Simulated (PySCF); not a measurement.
PySCF input (PW6B95/def2-TZVPD):

```python
from pyscf import gto, scf, dft

mol = gto.M(
    atom='''
    Ca   -0.00000000   -0.00000000   -1.12308380
    Cl    0.00000000    0.00000000    1.32127506
    ''',
    basis='def2-tzvpd',
    charge=0,
    spin=1,
    symmetry='C2v',
    verbose=4,
)

mf = dft.UKS(mol, xc='pw6b95').density_fit(auxbasis='def2-universal-jkfit')
mf.grids.level = 3
mf.conv_tol = 1e-9
mf.max_cycle = 100
mf.max_memory = 1500
mf.kernel()
if not mf.converged:
    mf = mf.newton()
    mf.kernel(mf.make_rdm1())
mf.analyze()
```

Output:

```
PySCF version 2.14.0

[INPUT] verbose = 4
[INPUT] num. atoms = 2
[INPUT] num. electrons = 37
[INPUT] charge = 0
[INPUT] spin (= nelec alpha-beta = 2S) = 1
[INPUT] symmetry C2v subgroup None
[INPUT] Mole.unit = angstrom
[INPUT] Symbol           X                Y                Z      unit          X                Y                Z       unit  Magmom
[INPUT]  1 Ca     0.000000000000   0.000000000000  -1.123083800000 AA    0.000000000000   0.000000000000  -2.122320796936 Bohr   0.0
[INPUT]  2 Cl     0.000000000000   0.000000000000   1.321275060000 AA    0.000000000000   0.000000000000   2.496847998618 Bohr   0.0

nuclear repulsion = 73.6063164280224
point group symmetry = Coov, use subgroup C2v
symmetry origin: [0.00000000e+00 0.00000000e+00 1.02147355e-09]
symmetry axis x: [1. 0. 0.]
symmetry axis y: [0. 1. 0.]
symmetry axis z: [0. 0. 1.]
num. orbitals of irrep A1 = 37
num. orbitals of irrep A2 = 7
num. orbitals of irrep B1 = 19
num. orbitals of irrep B2 = 19
number of shells = 30
number of NR pGTOs = 145
number of NR cGTOs = 82
basis = def2-tzvpd
ecp = {}

******** <class 'pyscf.df.df_jk.DFSymAdaptedUKS'> ********
method = DFSymAdaptedUKS
initial guess = minao
damping factor = 0
level_shift factor = 0
DIIS = <class 'pyscf.scf.diis.CDIIS'>
diis_start_cycle = 1
diis_space = 8
diis_damp = 0
SCF conv_tol = 1e-09
SCF conv_tol_grad = None
SCF max_cycles = 100
direct_scf = False
number electrons alpha = 19  beta = 18
XC library pyscf.dft.libxc version 7.1.2
    S. Lehtola, C. Steigemann, M. J. T. Oliveira, and M. A. L. Marques,  SoftwareX 7, 1–5 (2018)
XC functionals = pw6b95
    Y. Zhao and D. G. Truhlar,  J. Phys. Chem. A 109, 5656 (2005)
radial grids:
    Treutler-Ahlrichs [JCP 102, 346 (1995); DOI:10.1063/1.469408] (M4) radial grids

becke partition: Becke, JCP 88, 2547 (1988); DOI:10.1063/1.454033
pruning grids: <function nwchem_prune>
grids dens level: 3
symmetrized grids: C2v
atomic radii adjust function: <function treutler_atomic_radii_adjust>
small_rho_cutoff = 0
Freeze 0 electrons in irreps []
    37 free electrons in irreps A1 A2 B1 B2
Set gradient conv threshold to 3.16228e-05
tot grids = 39304
[...]
beta  HOMO (B2) = -0.297101815502092  LUMO (A1) = -0.0779786170932795
  HOMO = -0.16370852252  LUMO = -0.0779786170933  gap/eV = 2.33283
Extra cycle  E= -1138.68088445202  delta_E= 6.64e-11  |g|= 3.61e-05  |ddm|= 7.91e-05
converged SCF energy = -1138.68088445202  <S^2> = 0.75015782  2S+1 = 2.0001578
**** SCF Summaries ****
Total Energy =                       -1138.680884452020337
Nuclear Repulsion Energy =              73.606316428022367
One-electron Energy =                -1711.204739547337113
Two-electron Energy =                  498.917538667294252
Two-electron Coulomb Energy =          564.178766361956491
DFT Exchange-Correlation Energy =      -65.261227694662225
HOMO-LUMO gap [eV] =                     2.332829550015990
Wave-function symmetry = A1
alpha occupancy for each irrep:     A1   A2   B1   B2
                                    11    0    4    4
beta  occupancy for each irrep:     A1   A2   B1   B2
                                    10    0    4    4
**** MO energy ****
alpha MO #1 (A1 #1), energy= -145.889397396526 occ= 1
alpha MO #2 (A1 #2), energy= -101.855865074602 occ= 1
alpha MO #3 (A1 #3), energy= -15.5846991356329 occ= 1
alpha MO #4 (B1 #1), energy= -12.6857012920662 occ= 1
alpha MO #5 (B2 #1), energy= -12.6857012920662 occ= 1
alpha MO #6 (A1 #4), energy= -12.6839290830876 occ= 1
alpha MO #7 (A1 #5), energy= -9.49727082633359 occ= 1
alpha MO #8 (A1 #6), energy= -7.22551636866185 occ= 1
alpha MO #9 (B1 #2), energy= -7.22491446118965 occ= 1
alpha MO #10 (B2 #2), energy= -7.22491446118963 occ= 1
alpha MO #11 (A1 #7), energy= -1.86413205036815 occ= 1
alpha MO #12 (B1 #3), energy= -1.12690087946897 occ= 1
alpha MO #13 (B2 #3), energy= -1.12690087946897 occ= 1
alpha MO #14 (A1 #8), energy= -1.12394171179004 occ= 1
alpha MO #15 (A1 #9), energy= -0.764989775769735 occ= 1
alpha MO #16 (A1 #10), energy= -0.319236153978778 occ= 1
alpha MO #17 (B1 #4), energy= -0.297400260518552 occ= 1
alpha MO #18 (B2 #4), energy= -0.297400260518547 occ= 1
alpha MO #19 (A1 #11), energy= -0.163708522519684 occ= 1
alpha MO #20 (B1 #5), energy= -0.0458779533504448 occ= 0
alpha MO #21 (B2 #5), energy= -0.0458779533504448 occ= 0
alpha MO #22 (A1 #12), energy= -0.0352247227143881 occ= 0
alpha MO #23 (A1 #13), energy= -0.0205692465130657 occ= 0
alpha MO #24 (A2 #1), energy= -0.0205691430400328 occ= 0
alpha MO #25 (B1 #6), energy= 0.0084539036482294 occ= 0
alpha MO #26 (B2 #6), energy= 0.0084539036482294 occ= 0
alpha MO #27 (A1 #14), energy= 0.0299957956459178 occ= 0
alpha MO #28 (A1 #15), energy= 0.0495485004313837 occ= 0
alpha MO #29 (B1 #7), energy= 0.077579420388236 occ= 0
alpha MO #30 (B2 #7), energy= 0.0775794203882341 occ= 0
alpha MO #31 (A1 #16), energy= 0.0861422424927589 occ= 0
alpha MO #32 (B1 #8), energy= 0.0898135566157642 occ= 0
alpha MO #33 (B2 #8), energy= 0.0898135566157681 occ= 0
alpha MO #34 (A1 #17), energy= 0.166701967921874 occ= 0
alpha MO #35 (A2 #2), energy= 0.171079120091857 occ= 0
alpha MO #36 (A1 #18), energy= 0.171079786378224 occ= 0
alpha MO #37 (A1 #19), energy= 0.177598944537448 occ= 0
alpha MO #38 (B1 #9), energy= 0.205652837169099 occ= 0
alpha MO #39 (B2 #9), energy= 0.205652837169094 occ= 0
alpha MO #40 (A1 #20), energy= 0.230028903307204 occ= 0
alpha MO #41 (A2 #3), energy= 0.230028913245899 occ= 0
alpha MO #42 (A1 #21), energy= 0.255722758301403 occ= 0
alpha MO #43 (B1 #10), energy= 0.301117877764286 occ= 0
alpha MO #44 (B2 #10), energy= 0.30111787776428 occ= 0
alpha MO #45 (A1 #22), energy= 0.314042153883985 occ= 0
alpha MO #46 (B1 #11), energy= 0.532184830362091 occ= 0
alpha MO #47 (B2 #11), energy= 0.532184830362091 occ= 0
alpha MO #48 (A1 #23), energy= 0.645635413254122 occ= 0
alpha MO #49 (A1 #24), energy= 0.648042052110173 occ= 0
alpha MO #50 (A2 #4), energy= 0.648043818398361 occ= 0
alpha MO #51 (B1 #12), energy= 0.673683216685902 occ= 0
alpha MO #52 (B2 #12), energy= 0.673683216685898 occ= 0
alpha MO #53 (A1 #25), energy= 0.751347335441601 occ= 0
alpha MO #54 (B1 #13), energy= 0.861919260857734 occ= 0
alpha MO #55 (B2 #13), energy= 0.861919260857739 occ= 0
alpha MO #56 (A1 #26), energy= 0.918817214562313 occ= 0
alpha MO #57 (A1 #27), energy= 1.04334147821017 occ= 0
alpha MO #58 (A2 #5), energy= 1.30941180103991 occ= 0
alpha MO #59 (A1 #28), energy= 1.30941325394358 occ= 0
alpha MO #60 (A1 #29), energy= 1.32417060727053 occ= 0
alpha MO #61 (B1 #14), energy= 1.327473185709 occ= 0
alpha MO #62 (B2 #14), energy= 1.32747318570899 occ= 0
alpha MO #63 (A1 #30), energy= 1.49115171578902 occ= 0
alpha MO #64 (A1 #31), energy= 1.96280873699383 occ= 0
alpha MO #65 (A2 #6), energy= 1.96281160315286 occ= 0
alpha MO #66 (B1 #15), energy= 2.00814400331648 occ= 0
alpha MO #67 (B2 #15), energy= 2.00814400331648 occ= 0
alpha MO #68 (A1 #32), energy= 2.04614142744465 occ= 0
alpha MO #69 (A1 #33), energy= 2.12725195006961 occ= 0
alpha MO #70 (A2 #7), energy= 2.12725414706959 occ= 0
alpha MO #71 (B1 #16), energy= 2.13534813217043 occ= 0
alpha MO #72 (B2 #16), energy= 2.13534813217044 occ= 0
alpha MO #73 (B1 #17), energy= 2.16241767854951 occ= 0
alpha MO #74 (B2 #17), energy= 2.1624176785495 occ= 0
alpha MO #75 (B1 #18), energy= 2.3603583175782 occ= 0
alpha MO #76 (B2 #18), energy= 2.3603583175782 occ= 0
alpha MO #77 (A1 #34), energy= 2.4319389279803 occ= 0
alpha MO #78 (A1 #35), energy= 2.56279744628205 occ= 0
alpha MO #79 (B1 #19), energy= 10.833427515902 occ= 0
alpha MO #80 (B2 #19), energy= 10.833427515902 occ= 0
alpha MO #81 (A1 #36), energy= 10.9998732344597 occ= 0
alpha MO #82 (A1 #37), energy= 24.861939520807 occ= 0
beta  MO #1 (A1 #1), energy= -145.888394974262 occ= 1
beta  MO #2 (A1 #2), energy= -101.855691650022 occ= 1
beta  MO #3 (A1 #3), energy= -15.5832921508257 occ= 1
beta  MO #4 (B1 #1), energy= -12.6849240171094 occ= 1
beta  MO #5 (B2 #1), energy= -12.6849240171094 occ= 1
beta  MO #6 (A1 #4), energy= -12.6825853766606 occ= 1
beta  MO #7 (A1 #5), energy= -9.49709545978137 occ= 1
beta  MO #8 (A1 #6), energy= -7.22500236196897 occ= 1
beta  MO #9 (B1 #2), energy= -7.22483815094592 occ= 1
beta  MO #10 (B2 #2), energy= -7.22483815094591 occ= 1
beta  MO #11 (A1 #7), energy= -1.85970956858392 occ= 1
beta  MO #12 (B1 #3), energy= -1.12427615254791 occ= 1
beta  MO #13 (B2 #3), energy= -1.12427615254791 occ= 1
beta  MO #14 (A1 #8), energy= -1.11877445547671 occ= 1
beta  MO #15 (A1 #9), energy= -0.763925510297984 occ= 1
beta  MO #16 (A1 #10), energy= -0.316894301224455 occ= 1
beta  MO #17 (B1 #4), energy= -0.297101815502096 occ= 1
beta  MO #18 (B2 #4), energy= -0.297101815502092 occ= 1
beta  MO #19 (A1 #11), energy= -0.0779786170932795 occ= 0
beta  MO #20 (A1 #12), energy= -0.00721949930889127 occ= 0
[...]
```
